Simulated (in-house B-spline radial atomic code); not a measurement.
Configurations of Dy+, with energies counted from [Xe] (4f5/2)6 (4f7/2)4 6s1. All numbers are computed (Dirac-Hartree-Fock, average of each configuration as written; Fermi nucleus of rms radius 5.2218 fm) with a B-spline radial code for spherical atoms, not measured. Energies include first-order Breit, QED and recoil terms.

Occupations are held fixed; configurations that lie above the ionisation limit could autoionise.

| configuration | E - E(ref) (eV) | highest orbital | its <r> (bohr) |
| --- | --- | --- | --- |
| [Xe] (4f5/2)5 (4f7/2)5 6s1 | 1.7793 | 6s1/2 | 3.94 |
| [Xe] (4f5/2)2 (4f7/2)8 6s1 | 2.2389 | 6s1/2 | 3.941 |
| [Xe] (4f5/2)4 (4f7/2)6 6s1 | 2.7462 | 6s1/2 | 3.94 |
| [Kr] 4d10 (4f5/2)5 (4f7/2)5 5s2 (5p1/2)1 (5p3/2)4 6s1 (6g9/2)1 | 39.967 | 6g9/2 | 21.95 |
| [Kr] (4d3/2)4 (4d5/2)5 (4f5/2)2 (4f7/2)8 5s2 5p6 6s1 (7g7/2)1 | 174.39 | 7g7/2 | 31.69 |

Q: Order these further configurations by energy, lowest first.
A. [Kr] (4d3/2)3 (4d5/2)6 (4f5/2)2 (4f7/2)8 5s2 5p6 6s1 (10g9/2)1
B. [Kr] 4d10 (4f5/2)2 (4f7/2)8 5s2 (5p1/2)2 (5p3/2)3 (5d5/2)1 6s1
C. [Xe] (4f5/2)6 (4f7/2)4 8s1
D. [Kr] 4d10 (4f5/2)2 (4f7/2)8 5s2 (5p1/2)2 (5p3/2)3 6s1 (8d5/2)1
E. [Kr] (4d3/2)3 (4d5/2)6 (4f5/2)6 (4f7/2)5 5s2 5p6 6s1

A: C (7.8162 eV), B (26.323 eV), D (35.505 eV), E (166.74 eV), A (174.32 eV).
